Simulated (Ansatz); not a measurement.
`C[O][SnH]([F])[O]C` + H₂S → `C[O][SnH]([SH])[O]C` + H–F  (ligand exchange at the Sn–F bond)

Isolated molecules relaxed with PBE0-D4/def2-TZVP in Ansatz; ΔE leaves out vibrations. CBS: MP2 limit from def2 TZ/QZ plus the TZ coupled-cluster correction, frozen cores. This one scheme is used for every species. DFT in def2-TZVPP. B3LYP here is the variant with VWN-RPA as its local correlation; programs differ in this. Elements past krypton have def2 core potentials. For Sn outer-core shells are correlated without core-valence functions, which leaves a few kJ/mol of doubt a bond. One conformer a species, not always the lowest.

```
             level  ΔE (eV)
         r2SCAN-D4    -0.02
           ωB97X-V     0.03
           ωB97M-V    -0.02
             B3LYP     0.08
     HF/def2-TZVPP     0.13
CCSD(T)/def2-TZVPP    -0.08
      HF/CBS(def2)     0.17
    CCSD/CBS(def2)    -0.06
```

What does CCSD(T)/CBS give? (An estimate is asked.)

Ansatz gave: -0.10 eV. The listed levels differ from it by 0.08, 0.13, 0.08, 0.18, 0.23, 0.02, 0.27, 0.04 eV.

Largest T1 diagnostic among the species: 0.014.

In def2-TZVPP, CCSD(T) changes the Hartree–Fock value by −0.21 eV (the triples alone add −0.03 eV) and MP2 by −0.29 eV. The D4 term adds −0.10 eV with B3LYP and −0.06 eV with PBE0; it sums over pairs of atoms, weighted by their polarisabilities, and B3LYP, whose exchange is more repulsive, gets the larger term. From PBE to PBE0 (25 % exact exchange), in def2-TZVPP and without D4, ΔE moves by −0.05 eV.
